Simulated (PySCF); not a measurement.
Geometry:
```
atom   x (Å)   y (Å)   z (Å)
  C1  -2.138   1.603  -0.012
  C2  -0.883   1.245   0.231
  C3  -0.239  -0.018  -0.156
  C4   1.239  -0.007   0.016
  C5   2.083   0.030  -1.006
  C6   1.721  -0.041   1.437
  C7  -0.823  -0.777  -1.359
 Si8  -1.191  -1.639   0.260
  H9  -2.836   0.967  -0.531
 H10  -2.515   2.560   0.302
 H11  -0.245   1.938   0.765
 H12   3.151   0.040  -0.860
 H13   1.747   0.065  -2.028
 H14   2.788   0.158   1.496
 H15   1.190   0.692   2.042
 H16   1.525  -1.023   1.869
 H17  -0.088  -1.221  -2.016
 H18  -1.587  -0.254  -1.917
 H19  -2.493  -1.485   0.882
 H20  -0.412  -2.821   0.583
```

All values are calculated (PySCF): GFN2-xTB geometry, σ from GIAO-PBE0/pcSseg-1. Relativity neglected, one conformer, in vacuum, rapidly exchanging positions averaged.

Shifts are taken against calculated references (same method and geometry level): 13C, 1H, 29Si against TMS.

| atoms | nucleus | count | Hirshfeld charge | δ (ppm) |
| --- | --- | --- | --- | --- |
| H13 | 1H | 1 | 0.04 | 5.24 |
| H11 | 1H | 1 | 0.04 | ? |
| H17 | 1H | 1 | 0.04 | 1.54 |
| C6 | 13C | 1 | -0.12 | 28.8 |
| H12 | 1H | 1 | 0.04 | 5.23 |
| C5 | 13C | 1 | -0.12 | 117.5 |
| H14/H15/H16 | 1H | 3 | 0.04 | 2.06 |
| C4 | 13C | 1 | 0.01 | 158.0 |
| H18 | 1H | 1 | 0.04 | 1.32 |
| H20 | 1H | 1 | -0.06 | ? |
| C2 | 13C | 1 | -0.04 | ? |
| C3 | 13C | 1 | -0.05 | 34.3 |
| C1 | 13C | 1 | -0.12 | ? |
| C7 | 13C | 1 | -0.16 | ? |
| Si8 | 29Si | 1 | 0.30 | -114.6 |
| H10 | 1H | 1 | 0.04 | 4.95 |
| H19 | 1H | 1 | -0.06 | 2.55 |
| H9 | 1H | 1 | 0.04 | ? |

Question: Complete the table.

Answer: 
- C2: 152.6 ppm, alkene CH; an sp2 carbon of a C=C bond
- C1: 109.9 ppm, terminal =CH2 carbon; an sp2 carbon of a C=C bond
- C7: 15.1 ppm, three-membered-ring carbon; carbons of three-membered rings are unusually shielded
- H11: 6.76 ppm, hydrogen on an alkene CH; olefinic region
- H9: 4.59 ppm, hydrogen on a terminal =CH2 carbon; attached to an sp2 carbon and in the plane of the double bond
- H20: 2.96 ppm, hydrogen on a silicon bonded to 2 C, in a 3-membered ring

Shifts are as computed. Against solution values, carbons near 30 ppm lie about +3 ppm off and those near 130 ppm about +5 ppm. Of 1309 compounds with measured shifts, 239 miss one by over three times the rms of a fit or turn the order of signals round; such compounds aren't used in these exercises.
